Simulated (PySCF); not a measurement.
Gas-phase reaction: InH₃ + 3 C₃H₄ (propyne) → In(CH₃)₃ + 2 C₃H₃ (propargyl)

Computed with PySCF and rigid-rotor harmonic-oscillator thermochemistry at 1 bar. † marks an energy on the PBE0/def2-TZVP geometry and frequencies; other levels use their own. Open shells (unrestricted): C₃H₃ (propargyl) (multiplicity 2); the rest are closed-shell singlets. In: scalar-relativistic def2 core potential, no spin-orbit coupling. InH₃: computed as isolated molecules; such fragments, hydroxides, amides, oligomers or adducts are transient or little studied in the gas.

ωB97X-V/def2-TZVP† gives ΔH°(298 K) = 9 kJ.

**Question.** What do PBE/def2-TZVP†, BLYP/def2-TZVP†, PBE/def2-SVP give?

**Answer.** PBE/def2-TZVP†: -14 kJ; BLYP/def2-TZVP†: 11 kJ; PBE/def2-SVP: -3 kJ. For scale, ΔH°(298 K) is 9 kJ at this level, 20 kJ at ωB97M-V/def2-TZVP†, and runs from -45 to 116 kJ over the 15 levels computed.
